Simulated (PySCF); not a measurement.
# Correlation energy of Au⁶⁹⁺ (gold, charge +69)

Starting occupation: [Ne]. All numbers are calculated (PySCF 2.14, X2C-1e with screened-nucleus spin-orbit coupling, Gaussian nucleus, in an even-tempered Gaussian basis (16 s from 56 bohr⁻², ratio 2.4; 13 p from 72 bohr⁻², ratio 2.4; 5 d from 250 bohr⁻², ratio 2.6; 4 f from 380 bohr⁻², ratio 2.6)). Frozen: nothing; 10 electrons correlated; the 28 highest virtual spinors left out.

MP2 pair energies summed by pair of shells (mhartree):

| pair | energy | share (%) |
| --- | --- | --- |
| 2p1/2-2p3/2 | -108.72 | 23.6 |
| 2p3/2-2p3/2 | -100.69 | 21.8 |
| 1s1/2-1s1/2 | -60.58 | 13.1 |
| 2p3/2-2s1/2 | -52.71 | 11.4 |
| 2p1/2-2s1/2 | -29.21 | 6.3 |
| 1s1/2-2p3/2 | -29.15 | 6.3 |
| 2p1/2-2p1/2 | -25.71 | 5.6 |
| 1s1/2-2p1/2 | -21.68 | 4.7 |
| 1s1/2-2s1/2 | -18.17 | 3.9 |
| 2s1/2-2s1/2 | -14.26 | 3.1 |

Total MP2 correlation energy: -460.90 mhartree.

At this charge the one-electron X2C treatment keeps the bare 1/r₁₂, with no two-electron picture change or Breit term. That inflates the 1s pair energies well beyond their four-component values.
